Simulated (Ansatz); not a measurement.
A made-up structure of SnSiH5 (charge +1), closed shell:

Si1  (0.200, 1.202, -0.170)
Sn2  (-0.244, -1.376, 0.162)
H3  (0.184, -2.242, 1.561)
H4  (-0.985, -2.421, -0.955)
H5  (-0.322, 1.468, -1.463)
H6  (-0.521, 1.730, 0.933)
H7  (1.613, 1.238, -0.029)
(Å)

It is relaxed with PBE-D4/def2-SVP and then PBE0-D4/def2-TZVP (Ansatz 0.2.0). Atoms count as bonded within 1.22 times the sum of their covalent radii (H–H: 0.88 Å). The end point is not checked to be a true minimum.

Problem. Does its bonding change? (A judgement: the text doesn't fix the answer.)

Solution. The calculation gives: No: no bond forms or breaks.

Where it ends: The first stage lowers the energy by 0.19 eV in 4 steps. It ends as SnSiH₅ ([SiH3][SnH2]), total charge +1:
| atom | x (Å) | y (Å) | z (Å) |
| --- | --- | --- | --- |
| Si1 | 0.1921 | 1.1544 | -0.1636 |
| Sn2 | -0.2452 | -1.3811 | 0.1620 |
| H3 | 0.1917 | -2.2277 | 1.5705 |
| H4 | -0.9882 | -2.4126 | -0.9665 |
| H5 | -0.3363 | 1.4801 | -1.5020 |
| H6 | -0.5514 | 1.7480 | 0.9691 |
| H7 | 1.6629 | 1.2373 | -0.0294 |

Labels in which every atom is bracketed show which atoms are joined, not bond orders.

For scale, one of the runs: PBE0-D4/def2-TZVP relaxation, 117 basis functions, launched by `ansatz run in.yaml --threads 2 --pin off --events-out ev --progress --plain --max-ram 4352MiB`. The run took about 12 s on 2 CPU threads of an Arm Neoverse V1 (shared host).
